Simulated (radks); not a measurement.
Results of a calculation; reference values are marked as such.
Problem. All-electron atom: Ba II in [Xe] 6s1 (the NIST ground configuration). Code: a radial shooting solver on a logarithmic mesh with Libxc functionals. Model: scalar-relativistic Kohn-Sham, LB94 model potential, spin-polarised, spherical densities, finite nucleus; open shells are filled with parallel spins first (spin-orbit coupling, left out, can overturn this in heavy ions); Fermi nuclear charge, rms radius 4.8378 fm. Some entries of the table are withheld. Estimate them.

orbital  occ.  eigenvalue (eV)  <r^2> (bohr^2)  r(max) (bohr)
1s up       1        -37429.86       0.0008857        0.01642
1s down     1        -37429.84       0.0008857        0.01642
2s up       1        -5940.332         0.01415        0.09279
2s down     1        -5940.319         0.01415        0.09279
2p up       3        -5333.627         0.01123        0.07452
2p down     3        -5333.615         0.01123        0.07452
3s up       1        -1270.756         0.09706         0.2665
3s down     1        -1270.746         0.09706         0.2665
3p up       3        -1075.567         0.09697         0.2607
3p down     3        -1075.559         0.09697         0.2607
3d up       5        -790.9994         0.08330         0.2149
3d down     5        -790.9913         0.08330         0.2149
4s up       1        -257.2758          0.5132         0.6248
4s down     1        -257.2575          0.5133         0.6248
4p up       3        -194.6591          0.5826         0.6541
4p down     3        -194.6491          0.5827         0.6541
4d up       5        -103.5935          0.7378         0.6968
4d down     5        -103.5927          0.7378         0.6969
5s down     1         -44.9199           2.961          1.450
5s up       1         -44.8965           2.927          1.450
5p down     3         -29.6179           4.133          1.660
5p up       3         -29.4248           4.010          1.654
6s down     0         -12.4996           17.78          3.640
5d down     0              (1)           10.11          2.419
5d up       0              (2)           9.460          2.322
6s up       1         -11.1194           18.47          3.623
6p down     0          -9.2451           26.02          4.443
6p up       0          -8.0678           28.71          4.581
7s down     0          -5.6609           65.89          7.582
7s up       0          -5.1522           72.99          7.922

Solution. 
(1) 5d down eigenvalue (eV): -12.2577
(2) 5d up eigenvalue (eV): -11.3368
